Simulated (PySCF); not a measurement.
# Hartree-Fock beside MP2: BCClH2O

Calculated results; nothing here was measured. The program is PySCF 2.14.0, an open-source quantum chemistry code, run on an isolated molecule that a program drew, which may never have been made. The molecule is BCClH2O (charge 0, singlet), drawn as the SMILES string `OC=BCl`.

The geometry was optimised and harmonic frequencies were computed with HF and MP2, all in the cc-pV(D+d)Z basis, for the commonest isotopes, with a restricted reference for singlets and an unrestricted one otherwise, and a frozen core in MP2. Each result is a local minimum of its method.

Geometry at the HF minimum:
```xyz
6
BCClH2O, angstrom
O    -1.1228    1.5171   -0.5786
C    -1.2422    1.4093   -1.9373
B    -0.9947    2.2903   -2.9837
Cl   -0.7224    3.2929   -4.3328
H    -0.8064    2.3754   -0.3437
H    -1.6050    0.4286   -2.2303
```

Lengths of the bonds as drawn, in Å (atoms numbered as above):
| bond | HF | MP2 |
|---|---|---|
| O1-C2 | 1.368 | 1.389 |
| C2-B3 | 1.390 | 1.414 |
| B3-Cl4 | 1.703 | 1.699 |
| O1-H5 | 0.944 | 0.967 |
| C2-H6 | 1.086 | 1.100 |

Rotational constants, in GHz:
| constant | HF | MP2 |
|---|---|---|
| A | 58.64 | 59.76 |
| B | 2.221 | 2.172 |
| C | 2.14 | 2.096 |

Harmonic frequencies in cm^-1, each column in rising order, so a row needn't be the same motion in every method:
| rank | HF | MP2 |
|---|---|---|
| 1 | 165 | 146 |
| 2 | 221 | 177 |
| 3 | 252 | 260 |
| 4 | 521 | 493 |
| 5 | 704 | 634 |
| 6 | 771 | 669 |
| 7 | 1186 | 1113 |
| 8 | 1259 | 1171 |
| 9 | 1466 | 1377 |
| 10 | 1813 | 1689 |
| 11 | 3316 | ? |
| 12 | 4167 | 3855 |

**Estimate the missing MP2 frequency from the HF column.**

A single factor s that minimises the squared misfit of MP2 against s times HF over the other rows is sum(HF x MP2) / sum(HF^2) = 0.9265, with an rms misfit of 21 cm^-1. For rank 11 it gives 0.9265 x 3316 = 3072 cm^-1. The calculation gives 3189 cm^-1, 117 cm^-1 above the estimate. The drawn bonds are on average 1.4 % longer in MP2 than in HF.
